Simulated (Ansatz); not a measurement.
Computed with Ansatz (a program for electronic structure) with PBE0-D3(BJ)/def2-SVP. No frequencies were computed at this level.

Ansatz 0.2 input:
```yaml
crystal:
  periodic: [false, false, false]
  atoms:
    - { symbol: C, position_ang: [-2.022249, -1.641312, -0.105241] }
    - { symbol: C, position_ang: [-1.073464, -0.709545, -0.852] }
    - { symbol: C, position_ang: [0.000001, 0.000001, 0.0] }
    - { symbol: C, position_ang: [-0.646958, 0.861047, 1.105318] }
    - { symbol: C, position_ang: [-1.595701, 1.959905, 0.637956] }
    - { symbol: C, position_ang: [0.901881, -1.022739, 0.722701] }
    - { symbol: C, position_ang: [1.661418, -2.001596, -0.166667] }
    - { symbol: C, position_ang: [0.818542, 0.871241, -0.976019] }
    - { symbol: C, position_ang: [1.95653, 1.682998, -0.366048] }
    - { symbol: H, position_ang: [-2.727938, -2.078507, -0.809378] }
    - { symbol: H, position_ang: [-1.484551, -2.453638, 0.376221] }
    - { symbol: H, position_ang: [-2.5921, -1.106578, 0.649829] }
    - { symbol: H, position_ang: [-0.568322, -1.282368, -1.632275] }
    - { symbol: H, position_ang: [-1.6663, 0.053052, -1.361032] }
    - { symbol: H, position_ang: [0.150507, 1.319166, 1.693792] }
    - { symbol: H, position_ang: [-1.190741, 0.19854, 1.781713] }
    - { symbol: H, position_ang: [-2.440449, 1.549737, 0.091181] }
    - { symbol: H, position_ang: [-1.984805, 2.493511, 1.503294] }
    - { symbol: H, position_ang: [-1.08751, 2.680129, 0.002488] }
    - { symbol: H, position_ang: [1.624632, -0.473747, 1.329629] }
    - { symbol: H, position_ang: [0.283382, -1.594369, 1.417555] }
    - { symbol: H, position_ang: [2.257923, -2.666744, 0.45519] }
    - { symbol: H, position_ang: [2.335575, -1.483232, -0.843137] }
    - { symbol: H, position_ang: [0.982637, -2.613623, -0.75444] }
    - { symbol: H, position_ang: [0.134436, 1.557581, -1.479072] }
    - { symbol: H, position_ang: [1.232414, 0.222158, -1.75031] }
    - { symbol: H, position_ang: [2.696965, 1.040063, 0.102129] }
    - { symbol: H, position_ang: [2.454826, 2.25174, -1.149106] }
    - { symbol: H, position_ang: [1.589418, 2.387125, 0.375728] }
basis:
  gaussian: { orbitals: def2-svp }
hamiltonian:
  xc: pbe0
  dispersion: d3bj
relax:
  max_steps: 150
```

Output:

```
Functional definition: PBE0
2601 factors; integrals over basis functions are off by at most 1.9e-4 eV
mean field evaluation 1: about -9625.7415 eV, gradient 7.8e1 eV
mean field evaluation 2: about -9620.8219 eV, gradient 9.0e1 eV
mean field evaluation 4: about -9641.3320 eV, gradient 3.6e0 eV
mean field evaluation 8: about -9641.4284 eV, gradient 6.2e-2 eV
mean field -9641.42843771 eV, -354.3159598910 hartree, gradient 6.1e-5 eV, S^2 0.000000; 0 other end points of the search recorded, 0 dependent functions left out
reference -9641.42847260 eV, -354.3159611731 hartree; 37, 37 occupied and 189, 189 virtual orbitals, 2601 factors
relax step   1: F+E_penalty+E_count = -9642.13646804 eV  Δ(F+E_penalty+E_count) = +0.000e0 eV  max|allowed force component| = 6.854e-1 eV/Å  Δτ_max = 0.0000 Å  (24 SCF iters, accepted)
these checks for a lower state are left out or cut short: starts, cluster_reference, orbital_swaps, neighbouring_geometries, increment
2601 factors; integrals over basis functions are off by at most 2.0e-4 eV
mean field evaluation 16: about -9641.4210 eV, gradient 1.8e0 eV
mean field -9641.49689992 eV, -354.3184758306 hartree, gradient 8.9e-6 eV, S^2 0.000000; 0 other end points of the search recorded, 0 dependent functions left out
reference -9641.49693498 eV, -354.3184771192 hartree; 37, 37 occupied and 189, 189 virtual orbitals, 2601 factors
relax step   2: F+E_penalty+E_count = -9642.20115244 eV  Δ(F+E_penalty+E_count) = -6.468e-2 eV  max|allowed force component| = 2.251e-1 eV/Å  Δτ_max = 0.0209 Å  (28 SCF iters, accepted)
these checks for a lower state are left out or cut short: starts, cluster_reference, orbital_swaps, neighbouring_geometries, increment
2601 factors; integrals over basis functions are off by at most 2.0e-4 eV
mean field -9641.50336562 eV, -354.3187134410 hartree, gradient 8.6e-6 eV, S^2 0.000000; 0 other end points of the search recorded, 0 dependent functions left out
reference -9641.50340067 eV, -354.3187147290 hartree; 37, 37 occupied and 189, 189 virtual orbitals, 2601 factors
relax step   3: F+E_penalty+E_count = -9642.20792306 eV  Δ(F+E_penalty+E_count) = -6.771e-3 eV  max|allowed force component| = 6.816e-2 eV/Å  Δτ_max = 0.0112 Å  (28 SCF iters, accepted)
these checks for a lower state are left out or cut short: starts, cluster_reference, orbital_swaps, neighbouring_geometries, increment
2601 factors; integrals over basis functions are off by at most 2.0e-4 eV
mean field evaluation 32: about -9641.5044 eV, gradient 2.5e-4 eV
mean field -9641.50442185 eV, -354.3187522565 hartree, gradient 1.9e-5 eV, S^2 0.000000; 0 other end points of the search recorded, 0 dependent functions left out
reference -9641.50445691 eV, -354.3187535451 hartree; 37, 37 occupied and 189, 189 virtual orbitals, 2601 factors
relax step   4: F+E_penalty+E_count = -9642.20850558 eV  Δ(F+E_penalty+E_count) = -5.825e-4 eV  max|allowed force component| = 2.307e-2 eV/Å  Δτ_max = 0.0041 Å  (21 SCF iters, accepted)
these checks for a lower state are left out or cut short: starts, cluster_reference, orbital_swaps, neighbouring_geometries, increment
2601 factors; integrals over basis functions are off by at most 2.0e-4 eV
mean field -9641.50421719 eV, -354.3187447356 hartree, gradient 4.6e-5 eV, S^2 0.000000; 0 other end points of the search recorded, 0 dependent functions left out
reference -9641.50425225 eV, -354.3187460239 hartree; 37, 37 occupied and 189, 189 virtual orbitals, 2601 factors
relax step   5: F+E_penalty+E_count = -9642.20857498 eV  Δ(F+E_penalty+E_count) = -6.941e-5 eV  max|allowed force component| = 3.145e-3 eV/Å  Δτ_max = 0.0013 Å  (19 SCF iters, accepted)
2601 factors; integrals over basis functions are off by at most 2.0e-4 eV
mean field -9641.50421719 eV, -354.3187447356 hartree, gradient 4.6e-5 eV, S^2 0.000000; 1 other end points of the search recorded, 0 dependent functions left out
reference -9641.50425225 eV, -354.3187460239 hartree; 37, 37 occupied and 189, 189 virtual orbitals, 2601 factors
Total energy: -9642.20861004 eV, -354.3446306952 hartree
Atom 0 at    -2.025030    -1.642492    -0.110676 Å, force     0.002720     0.002467    -0.001134 eV/Å
Atom 1 at    -1.074756    -0.711501    -0.847608 Å, force    -0.003145    -0.002316    -0.001329 eV/Å
Atom 2 at     0.000000     0.000000    -0.000000 Å, force    -0.000001     0.000000    -0.000000 eV/Å
Atom 3 at    -0.649098     0.863303     1.101432 Å, force    -0.002189     0.002785     0.002115 eV/Å
Atom 4 at    -1.596563     1.961407     0.643928 Å, force     0.002467    -0.002923     0.000370 eV/Å
Atom 5 at     0.902831    -1.024242     0.718051 Å, force     0.002614    -0.003055     0.000929 eV/Å
Atom 6 at     1.663837    -2.004081    -0.161505 Å, force    -0.002203     0.002756     0.001524 eV/Å
Atom 7 at     0.821024     0.872440    -0.971876 Å, force     0.002721     0.002585    -0.001714 eV/Å
Atom 8 at     1.957755     1.685163    -0.371747 Å, force    -0.002984    -0.002299    -0.000760 eV/Å
Atom 9 at    -2.745641    -2.092887    -0.810221 Å, force     0.000189    -0.000081     0.001163 eV/Å
Atom 10 at    -1.494002    -2.469728     0.385292 Å, force    -0.001346     0.000371    -0.000078 eV/Å
Atom 11 at    -2.607755    -1.115119     0.660431 Å, force     0.000054    -0.001331    -0.000424 eV/Å
Atom 12 at    -0.565006    -1.275194    -1.647249 Å, force     0.000005     0.001096     0.000329 eV/Å
Atom 13 at    -1.661636     0.058588    -1.376342 Å, force     0.001115    -0.000254     0.000054 eV/Å
Atom 14 at     0.156690     1.311152     1.707370 Å, force    -0.000277    -0.001072    -0.000289 eV/Å
Atom 15 at    -1.182912     0.191903     1.795181 Å, force     0.001079     0.000061    -0.000377 eV/Å
Atom 16 at    -2.456776     1.561098     0.085285 Å, force     0.000400     0.001291     0.000357 eV/Å
Atom 17 at    -1.998792     2.510682     1.508803 Å, force    -0.000141     0.000077    -0.001170 eV/Å
Atom 18 at    -1.096256     2.697824    -0.003899 Å, force    -0.001310    -0.000137     0.000469 eV/Å
Atom 19 at     1.620914    -0.469719     1.345654 Å, force    -0.001142    -0.000020    -0.000075 eV/Å
Atom 20 at     0.281311    -1.588967     1.433468 Å, force     0.000214     0.001112    -0.000164 eV/Å
Atom 21 at     2.272464    -2.684267     0.453653 Å, force    -0.000184     0.000129    -0.001159 eV/Å
Atom 22 at     2.349419    -1.493008    -0.855104 Å, force    -0.000319    -0.001342     0.000224 eV/Å
Atom 23 at     0.988899    -2.629734    -0.765916 Å, force     0.001391     0.000086     0.000112 eV/Å
Atom 24 at     0.127006     1.553012    -1.493589 Å, force     0.000058    -0.001136     0.000124 eV/Å
Atom 25 at     1.223636     0.219229    -1.764493 Å, force    -0.001051     0.000213     0.000398 eV/Å
Atom 26 at     2.715110     1.047026     0.109388 Å, force    -0.000135     0.001382    -0.000157 eV/Å
Atom 27 at     2.471970     2.266473    -1.152235 Å, force     0.000136    -0.000125     0.001166 eV/Å
Atom 28 at     1.601356     2.401636     0.384522 Å, force     0.001264    -0.000320    -0.000503 eV/Å
Dipole moment:     0.000000     0.000000     0.000000 e Å
```

Cost: around 3 core-minutes (rough).
